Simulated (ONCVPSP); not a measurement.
# Configuration tests for lanthanum (La) (ONCV)

* Element: lanthanum
* Generator: ONCVPSP 4.0.1
* Type: optimised norm-conserving Vanderbilt (ONCV)
* Functional: PBE
* Relativity: scalar-relativistic
* Frozen core: [Kr] 4d10
* Valence charge: 11
* Reference configuration: 5s2 5p6 5d1.5 6s1.5
* Partial waves: 5s+6s: rc 2.70 bohr, ncon 4, nbas 8, qcut 4.9 1/bohr, 2 projectors; 5p: rc 2.70 bohr, ncon 4, nbas 8, qcut 4.7 1/bohr, 2 projectors, debl 3.8 Ha; 5d: rc 3.45 bohr, ncon 4, nbas 9, qcut 4.8 1/bohr, 1 projector; f scattering state at 0.07 Ha: rc 3.80 bohr, ncon 3, nbas 6, qcut 3.1 1/bohr, 1 projector
* Local potential: polynomial inside 2.60 bohr (lpopt 3, dvloc0 3 Ha)
* Core correction: Teter function fitted to the true core (icmod 2), fcfact 0.45

In the f channel the program set the typed energies aside and used -0.129 Ha.

Energies are relative to the spin-unpolarised reference configuration 5s2 5p6 5d1.5 6s1.5; without spin polarisation the order of configurations can differ from experiment.

```
valence configuration  charge  ΔE all-electron (eV)  error AE − PS (meV)
      5s2 5p6 5d1 6s2       0                -0.348                 -0.4
      5s2 5p6 5d1 6s1      +1                 5.619                 -0.2
    5s2 5p6 5d1 6s1.5    +0.5                 2.052                 -0.1
```

(1) What are ΔE and the potential's error for 5s2 5p6 5d1 6s0?

Answers

(1) ΔE = 16.507 eV all-electron; the error (AE − PS) is -2.7 meV.
